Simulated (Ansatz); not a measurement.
# SnTe (SMILES [Sn][Te]): the electronic atomisation energy, rung by rung

SnTe has 2 atoms, charge 0, and is taken as a singlet. As SMILES, `[Sn][Te]`. The coordinates come from a PBE0-D4/def2-TZVP relaxation.

```tsv
atom	x (Å)	y (Å)	z (Å)
Sn	0.0000	0.0000	0.0094
Te	0.0000	0.0000	2.5273
```

Each level gives the electronic atomisation energy (eV). The values are calculated. Electronic energies at fixed atoms, without zero-point motion or spin-orbit coupling.

```json
{"level": "BLYP/STO-3G", "kind": "GGA", "program": "Ansatz", "value (eV)": "6.26", "less FCI/STO-3G": "+1.16"}
{"level": "PBE/STO-3G", "kind": "GGA", "program": "Ansatz", "value (eV)": "6.45", "less FCI/STO-3G": "+1.35"}
{"level": "B3LYP/STO-3G", "kind": "global hybrid", "program": "Ansatz", "value (eV)": "5.94", "less FCI/STO-3G": "+0.84"}
{"level": "CAM-B3LYP/STO-3G", "kind": "range-separated hybrid", "program": "Ansatz", "value (eV)": "5.57", "less FCI/STO-3G": "+0.47"}
{"level": "MP2/STO-3G", "kind": "perturbation theory", "program": "Ansatz", "value (eV)": "4.86", "less FCI/STO-3G": "-0.24"}
{"level": "CCSD(T)/STO-3G", "kind": "coupled cluster or CI", "program": "Ansatz", "value (eV)": "5.07", "less FCI/STO-3G": "-0.03"}
{"level": "CCSD/STO-3G", "kind": "coupled cluster or CI", "program": "Ansatz", "value (eV)": "4.87", "less FCI/STO-3G": "-0.23"}
{"level": "FCI/STO-3G", "kind": "exact in the basis", "program": "Ansatz", "value (eV)": "5.10", "less FCI/STO-3G": "0.00"}
```

FCI/STO-3G is exact within its basis and frozen core, so for wave-function methods in that basis the difference is their error; functionals converge differently with the basis, so for them it is only a difference. All-electron rows without a relativistic Hamiltonian named are non-relativistic. The values span 4.86 to 6.45 eV. All rows use very small basis sets, so even the best lies far from the true value. In the correlated wave-function rows the outer d shell of Sn, Te is correlated, in sets not made for it.
